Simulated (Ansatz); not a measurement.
Reaction (formal exchange of groups at a C–C bond): `ClCC1CO1` + `BCl` → `ClBC1CO1` + `CCl`

Computed with Ansatz on PBE0-D4/def2-TZVP structures; ΔE is electronic, products minus reactants. CCSD(T)/CBS adds triple-zeta CCSD(T) − MP2 to the extrapolated MP2 energy (def2 sets, frozen cores). This one scheme is used for every species. Functionals use def2-TZVPP. One conformer a species, not always the lowest.

| species | LDA (SPW92) energy (Eh) |
| --- | --- |
| `ClCC1CO1` | -649.68241 |
| `BCl` | -484.48567 |
| `ClBC1CO1` | -635.92637 |
| `CCl` | -498.25700 |

**Question.** Work out ΔE.

**Answer.** ΔE = (-635.92637) + (-498.25700) − (-649.68241) − (-484.48567) = -0.01529 Eh = -9.6 kcal/mol. CCSD(T)/CBS gives -8.1 kcal/mol.

Largest T1 diagnostic among the species: 0.012.

From BLYP to BHLYP (50 % exact exchange), in def2-TZVPP and without D4, ΔE moves by +1.2 kcal/mol. At CCSD(T), def2-SVP lies +1.7 kcal/mol from the extrapolated value and def2-TZVPP +0.4 kcal/mol. In def2-TZVPP, CCSD(T) changes the Hartree–Fock value by −1.2 kcal/mol (the triples alone add −0.2 kcal/mol) and MP2 by −1.5 kcal/mol.
